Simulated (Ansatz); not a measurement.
Computed with Ansatz on PBE0-D4/def2-TZVP structures; ΔE is electronic, products minus reactants. CCSD(T)/CBS adds triple-zeta CCSD(T) − MP2 to the extrapolated MP2 energy (def2 sets, frozen cores). Each species was taken in one conformer, which may not be the lowest.

Reaction (ligand exchange at a B–N bond): `BN[SiH]([SiH3])S` + `OC(O)O` → `BOC(O)O` + `N[SiH]([SiH3])S`

```csv
species,HF/CBS(def2) energy (Eh)
`BN[SiH]([SiH3])S`,-1059.38203
`OC(O)O`,-264.92221
`BOC(O)O`,-290.23050
`N[SiH]([SiH3])S`,-1034.07553
```

(1) Work out ΔE.

Largest T1 diagnostic among the species: 0.013.

Answers

(1) ΔE = (-290.23050) + (-1034.07553) − (-1059.38203) − (-264.92221) = -0.00179 Eh = -1.1 kcal/mol. CCSD(T)/CBS gives +1.7 kcal/mol.

The D4 term adds +1.0 kcal/mol with B3LYP and +0.5 kcal/mol with PBE0; it sums over pairs of atoms, weighted by their polarisabilities, and B3LYP, whose exchange is more repulsive, gets the larger term. In def2-TZVPP, CCSD(T) changes the Hartree–Fock value by +2.7 kcal/mol (the triples alone add +0.3 kcal/mol) and MP2 by +2.9 kcal/mol.

B3LYP here is the variant with VWN-RPA as its local correlation; programs differ in this.
